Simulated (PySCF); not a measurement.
# What a mistake does to a calculation on AlBH2N

All numbers below are calculated, not measured. They come from PySCF 2.14.0, an open-source quantum chemistry program, on an isolated molecule that a program drew, which may never have been made. The molecule is AlBH2N (charge 0, doublet), drawn as the SMILES string `N=[B][AlH]`.

Each row is a Hartree-Fock (HF) and frozen-core CCSD(T) single point in the cc-pV(D+d)Z basis, meant for a local HF minimum. Run 1 is clean. Each other run has one planted mistake out of seven kinds, and not every kind appears here: one electron removed, one electron added, multiplicity raised by two, geometry at a saddle point, minimal basis STO-3G, one bond length entered in bohr, all coordinates scaled. The reference is restricted for singlets and unrestricted otherwise, and also for a bond in bohr. Adding or removing an electron swaps singlet and doublet. Electrons count all cores. HOMO and LUMO are orbital energies over both spins, the gradient is its largest component, and the lowest frequency (negative if imaginary) is given only where the gradient is small. Bond lengths are over the 4 bonds as drawn. T1 is the CCSD diagnostic: over 0.02 (restricted) or 0.045 (unrestricted) a single reference is doubtful.

Geometry of the clean run:
```xyz
5
AlBH2N, angstrom
N    -1.7579    1.7603    1.1436
B    -1.9123    0.5396    1.0648
Al   -2.1155   -1.5756    0.9953
H    -1.6418    2.7377    1.1989
H    -3.1438   -2.2159   -0.0305
```

| run | electrons | basis functions | <S^2> | HOMO (eV) | LUMO (eV) | gradient (hartree/bohr) | lowest frequency (cm^-1) | mean bond (Å) | longest bond (Å) | T1 | HF (hartree) | CCSD(T) (hartree) | mistake |
|---|---|---|---|---|---|---|---|---|---|---|---|---|---|
| 1 | 27 | 61 | 0.755 | -8.24 | 0.28 | 1.3e-05 | 241 | 1.4830 | 2.126 | 0.0199 | -322.19064 | -322.51472 | no fault |
| 2 | 27 | 61 | 0.754 | -7.91 | 0.46 | 1.7e-01 | - | 1.3718 | 1.967 | 0.0167 | -322.15607 | -322.47024 | all coordinates scaled |
| 3 | 27 | 61 | 3.809 | -6.63 | -2.58 | 5.4e-02 | - | 1.4830 | 2.126 | 0.0582 | -322.03689 | -322.35810 | multiplicity raised by two |
| 4 | 28 | 61 | 0.000 | -0.39 | 5.89 | 3.6e-02 | - | 1.4830 | 2.126 | 0.0192 | -322.17874 | -322.53149 | one electron added |
| 5 | 27 | 61 | 1.071 | -8.06 | 0.56 | 8.1e-03 | - | 1.9559 | 4.018 | 0.0563 | -322.11290 | -322.42872 | one bond length entered in bohr |
| 6 | 27 | 21 | 0.757 | -4.64 | 7.30 | 9.4e-02 | - | 1.4830 | 2.126 | 0.0221 | -318.21152 | -318.37624 | ? |

**Which mistake was planted in run 6, and what did it cost?**

It has 21 basis functions where the clean run has 61, with the same electrons and geometry. So the mistake is: minimal basis STO-3G. Subtracting run 1 and multiplying by 627.51 kcal/mol a hartree, the energy moved by 2496.9 kcal/mol in HF and 2596.9 kcal/mol in CCSD(T).

Cautions from the logs. Run 3: T1 is over the limit, so its CCSD(T) energy is less reliable; run 5: T1 is over the limit, so its CCSD(T) energy is less reliable.
